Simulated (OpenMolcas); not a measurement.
Cu6+, Ag6+, Au6+: d5 down the group

- Program: OpenMolcas
- Method: SS-RASPT2, IPEA 0.25 Eh, imaginary shift 0.1 Eh
- Basis: ANO-R2
- Scalar Hamiltonian: X2C, finite nucleus
- Spin-orbit coupling: RASSI with atomic mean-field integrals over the reference wave functions, term energies averaged over their components

Active space for each ion: 11 electrons in 8 orbitals (RAS1 p, at most 2 holes; RAS2 d); closed shells correlated by CASPT2: Cu6+ 3s; Ag6+ 4s; Au6+ 5s.

Computed levels in cm-1 above 6S 5/2:

| Level | Cu6+ | Ag6+ | Au6+ |
| --- | --- | --- | --- |
| 4G 7/2 | 48170 | 31900 | 27920 |
| 4G 11/2 | 48200 | 32150 | 29890 |
| 4G 9/2 | 48240 | 32360 | 31570 |
| 4P 1/2 | 53550 | 36520 | 33820 |
| 4D 7/2 | 57900 | 38360 | 38600 |
| 4D 1/2 | 58250 | 40460 | 45170 |
| 2I 11/2 | 70050 | 46260 | 45030 |
| 2I 13/2 | 70350 | 47680 | 49960 |
| 2F 7/2(1) | 77770 | 55620 | 65110 |
| weight of 6S in the lowest level (%) | 100 | 98 | 77 |

Mixed levels, with the weight of the term that names them: Ag6+ 4P 1/2 (66 %), Ag6+ 4D 1/2 (67 %), Ag6+ 2F 7/2(1) (55 %), Au6+ 4G 7/2 (57 %), Au6+ 4G 11/2 (71 %), Au6+ 4P 1/2 (59 %), Au6+ 4D 7/2 (53 %), Au6+ 4D 1/2 (67 %), Au6+ 2I 11/2 (68 %), Au6+ 2F 7/2(1) (56 %).

Measured, with the error of the calculation in %. Measured levels: Cu6+, Ag6+ from the list in Gamrath, thesis, University of Mons (2023).

```tsv
Level	Cu6+	Ag6+
4G 7/2		30378 (+5.0)
4G 11/2		30662 (+4.8)
4G 9/2		30907 (+4.7)
4P 1/2	51407 (+4.2)	34605 (+5.5)
4D 7/2	55742 (+3.9)	36485 (+5.1)
4D 1/2	56210 (+3.6)	38685 (+4.6)
2I 11/2	67757 (+3.4)	44011 (+5.1)
2I 13/2	67918 (+3.6)	45546 (+4.7)
2F 7/2(1)	74408 (+4.5)	53353 (+4.2)
```

Without spin-orbit coupling 4G lies 48190, 32070, 28900 cm-1 above 6S in that order; the difference to the level 4G 7/2, of either sign, comes from spin-orbit coupling, which also lowers the zero.

CASPT2 does not keep the components of a term degenerate, so their means are used; among the terms shown or strongly mixed into the levels shown the widest spread is 230 cm-1 (4d5 4F, Ag6+). Active for correlation alone: 3p; no level in the range computed is led by a configuration that opens it, so any true level of that kind is missing (holds for Cu6+). Active for correlation alone: 4p; no level in the range computed is led by a configuration that opens it, so any true level of that kind is missing (holds for Ag6+). Active for correlation alone: 5p; no level in the range computed is led by a configuration that opens it, so any true level of that kind is missing (holds for Au6+). Measured partners are found by configuration, term and J. A level has none where our copy of the source lacks it or the pairing is in doubt (some pairs that miss far off the trend of their configuration count as doubtful), and it then counts in no deviation. Levels of configurations outside the active space are missing.

A number in round brackets counts repeated terms of one configuration in the order of the reference energies.
